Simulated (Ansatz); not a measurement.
Basis-set extrapolation for B$_{2}$ClFH$_{4}$Si (`B[SiH](F)BCl`) (PBE0-D4/def2-TZVP geometry, frozen core, the Gaussian-basis code of Ansatz). Multiplicity 1, RHF reference.

```tsv
	def2-TZVPP	def2-QZVPP
HF	-899.705630	-899.734363
MP2 correlation	-0.747109	-0.812975
CCSD(T) correlation	-0.832579	not run
```

Energies in hartree. Use E(X) = E(∞) + A·exp(−7.88·√X) for Hartree–Fock and E(X) = E(∞) + B·X^(−2.97) for correlation, with X = 3 and 4, and add CCSD(T) minus MP2 of the smaller set to the MP2 limit.

Task: What is the CCSD(T) energy at the basis-set limit?

Result: HF limit: -899.734363 + (-0.028733) × 0.13774 = -899.73832. MP2 limit: -0.812975 + (-0.065866) × 0.74074 = -0.86176. Higher-order term: -0.832579 − (-0.747109) = -0.08547. Total: -900.68555 hartree, 386.8 kJ/mol below CCSD(T)/def2-TZVPP.
